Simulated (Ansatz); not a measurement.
A nudged elastic band was laid between two geometries of CH7GaO (10 atoms, charge 0, multiplicity 1).

These are results of RKS BLYP/def2-SVP (Ansatz), not measurements.

```
movable images  : 5
climbing image  : yes
spring          : 5.0 eV/Å²
optimiser       : quadratic models (default)
start path      : through a guess of the saddle point
force threshold : 0.05 eV/Å
iteration limit : 60
end points      : relaxed
```

Initial state:

```xyz
10
Properties=species:S:1:pos:R:3
Ga 0.111 0.056 -0.023
H -0.035 0.871 1.339
H 1.551 -0.192 -0.645
H -1.160 -0.023 -0.986
O -0.149 -1.897 0.961
C -0.491 -3.071 0.188
H 0.287 -3.171 -0.592
H -0.475 -3.973 0.834
H -1.482 -2.967 -0.303
H -0.788 -1.784 1.694
```

Final state:

```xyz
10
Properties=species:S:1:pos:R:3
Ga -0.114 -0.304 -1.128
H 0.408 -0.984 3.421
H 0.534 1.058 -0.701
H -0.744 -0.789 -2.494
O -0.120 -1.522 0.222
C -0.625 -2.849 0.129
H 0.193 -3.585 0.305
H -1.399 -3.017 0.912
H -1.085 -3.082 -0.861
H 0.320 -1.074 2.662
```

(1) Which bonds break or form, and what moves?

(2) What energy profile does the band end with?

(3) What is the geometry of the highest image?

## Answers

(1) Bonds broken: Ga1–H2, O5–H10. Bonds formed: H2–H10. CH7GaO becomes CH5GaO + H2.

(2) The forces met the threshold. The highest image is number 3 of 0 to 6, 0.90 eV above the first end and 0.86 eV above the last; the last end lies 0.04 eV above the first. The profile has 3 maxima (images 1, 3, 5) with wells between them (images 2, 4): this band takes more than one step, which may be the mechanism or a detour left from its start path. A vibrational analysis at the climbing image gives one clearly imaginary mode, 1054i cm⁻¹: a first-order saddle point. The orbitals stay closed-shell, which can raise the energy where a bond breaks towards radicals; this wasn't checked here.

```json
{"image": "0", "path coordinate (Å)": "0.00", "energy (eV)": "0.00", "Ga1–H2 (Å)": "1.59", "O5–H10 (Å)": "0.98", "H2–H10 (Å)": "2.78"}
{"image": "1", "path coordinate (Å)": "1.79", "energy (eV)": "0.02", "Ga1–H2 (Å)": "1.59", "O5–H10 (Å)": "0.98", "H2–H10 (Å)": "2.85"}
{"image": "2", "path coordinate (Å)": "3.59", "energy (eV)": "0.00", "Ga1–H2 (Å)": "1.59", "O5–H10 (Å)": "0.98", "H2–H10 (Å)": "2.73"}
{"image": "3", "path coordinate (Å)": "5.38", "energy (eV)": "0.90", "Ga1–H2 (Å)": "1.87", "O5–H10 (Å)": "1.34", "H2–H10 (Å)": "0.99"}
{"image": "4", "path coordinate (Å)": "7.63", "energy (eV)": "0.08", "Ga1–H2 (Å)": "3.23", "O5–H10 (Å)": "3.43", "H2–H10 (Å)": "0.77"}
{"image": "5", "path coordinate (Å)": "9.88", "energy (eV)": "0.10", "Ga1–H2 (Å)": "3.73", "O5–H10 (Å)": "2.75", "H2–H10 (Å)": "0.77"}
{"image": "6", "path coordinate (Å)": "12.13", "energy (eV)": "0.04", "Ga1–H2 (Å)": "4.63", "O5–H10 (Å)": "2.52", "H2–H10 (Å)": "0.77"}
```

(3) 
```xyz
10
Properties=species:S:1:pos:R:3
Ga -0.131 -0.113 -0.187
H -0.148 -0.212 1.684
H 1.132 0.716 -0.612
H -1.631 -0.044 -0.664
O 0.396 -1.958 0.387
C -0.422 -3.107 0.164
H -0.024 -3.964 0.749
H -1.485 -2.947 0.462
H -0.409 -3.392 -0.911
H 0.090 -1.128 1.395
```

Run time: 3 min on 2 threads of Arm Neoverse V1 (shared host), peak memory 0.14 GiB.
